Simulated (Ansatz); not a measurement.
Job for Ansatz (a first-principles code): R-B2PLYP/def2-TZVPP on Pt, 2S+1 = 1, a spin state set in the input, which need not be the lowest. Elements past Kr take the def2 small-core potentials; no spin–orbit coupling.

Ansatz 0.2 input:
```yaml
crystal:
  periodic: [false, false, false]
  atoms:
    - {symbol: Pt, position_ang: [0.00000000, 0.00000000, 0.00000000]}
basis:
  gaussian:
    orbitals: def2-TZVPP
hamiltonian:
  xc: {name: B2PLYP}
magnetization: {spin_polarized: false}
correlation: {electrons: valence}
scf: {lower_state_search: full}
```

The head of its log:

```
Functional definition: B2PLYP
[...]
integrals: 0.01 GiB planned
387 factors; integrals over basis functions are off by at most 1.8e-4 eV
mean field: 0.12 GiB planned
mean field evaluation 1: about -3233.2368 eV, gradient 4.2e1 eV
mean field evaluation 2: about -3233.2368 eV, gradient 4.2e1 eV
mean field evaluation 4: about -3236.3498 eV, gradient 3.8e-1 eV
mean field evaluation 8: about -3236.3505 eV, gradient 9.9e-3 eV
mean field evaluation 16: about -3236.3505 eV, gradient 1.7e-5 eV
mean field evaluation 32: about -3236.3505 eV, gradient 2.9e-5 eV
mean field evaluation 64: about -3236.3388 eV, gradient 2.4e0 eV
mean field -3236.35049920 eV, -118.9336871686 hartree, gradient 2.6e-6 eV, S^2 0.000000; 4 other end points of the search recorded, 0 dependent functions left out; unrestricted orbitals would lower it
reference -3236.35058795 eV, -118.9336904298 hartree; 9, 9 occupied and 47, 47 virtual orbitals, 387 factors
```

Predict the final total energy.

-119.1062 hartree.
